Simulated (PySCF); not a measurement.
**TDDFT excited states: C4H9O2P**

Species: C4H9O2P.
SMILES: `CC(=O)P(C)CO`

Method: TDDFT PBE0/def2-SVPD, vertical, gas phase, core orbitals frozen in the response in PySCF 2.14.0, density-fitted response routines. Isolated species at its GFN2-xTB geometry (one conformer only). Torsions of this conformer, `[CH3:1][C:2](=[O:3])[P:4]([CH3:5])[CH2:6][OH:7]`: C1–C2–P4–C5 -78°, C2–P4–C6–O7 52°, H–O7–C6–P4 -68°.

**Question.** List the vertical singlet excitations with oscillator strengths and describe the spectrum.

**Answer.** 

| state | E (eV) | ν̃ (cm⁻¹) | f | main configurations (H = HOMO, L = LUMO) |
| --- | --- | --- | --- | --- |
| S1 | 3.80 | 30620 | 0.0086 | H→L (73%), H-1→L (22%) |
| S2 | 4.66 | 37590 | 0.019 | H-1→L (75%), H→L (24%) |
| S3 | 5.87 | 47320 | 0.026 | H-2→L (89%) |
| S4 | 6.20 | 50000 | 0.047 | H→L+1 (53%), H→L+2 (37%) |
| S5 | 6.27 | 50610 | 0.027 | H→L+2 (55%), H→L+1 (42%) |
| S6 | 6.66 | 53730 | 0.046 | H→L+3 (83%) |
| S7 | 6.88 | 55460 | 0.043 | H-1→L+2 (63%), H-1→L+1 (22%) |
| S8 | 6.91 | 55730 | 0.058 | H-1→L+1 (64%), H→L+4 (17%), H-1→L+2 (13%) |

Triplets, Tamm–Dancoff:

```json
{"state": "T1", "E (eV)": "3.15", "λ (nm)": "393.8", "main configurations (H = HOMO, L = LUMO)": "H→L (75%), H-1→L (21%)"}
{"state": "T2", "E (eV)": "4.31", "λ (nm)": "287.7", "main configurations (H = HOMO, L = LUMO)": "H-1→L (64%), H→L (23%), H-2→L (9%)"}
{"state": "T3", "E (eV)": "5.19", "λ (nm)": "238.8", "main configurations (H = HOMO, L = LUMO)": "H→L+2 (50%), H→L+1 (29%)"}
```

The lowest singlet lies at 3.80 eV (327 nm, ultraviolet) and is weak; its leading configuration is HOMO→LUMO (73%). The strongest level in the table is S8 at 6.91 eV (179 nm, f = 0.058). It is the last of those listed, so stronger ones may follow. Löwdin shares by element: HOMO phosphorus 45%, oxygen 29%, carbon 8% or more (atoms not listed hold the other 18%); LUMO carbon 44% or more, oxygen 30% or more, phosphorus 11%. Of the 8 states listed, 7 reach f = 0.01 and none stays under 0.0005. Weighted by f, the mean energy of these states is 6.33 eV. The oscillator strengths of these states sum to 0.276; summed over the whole spectrum of an exact calculation they would give the number of electrons, 64 (Thomas–Reiche–Kuhn). The window holds the lowest 8 singlets.

Time: 39 s of wall time. Hardware: one thread, Arm Neoverse V1, on a shared host.
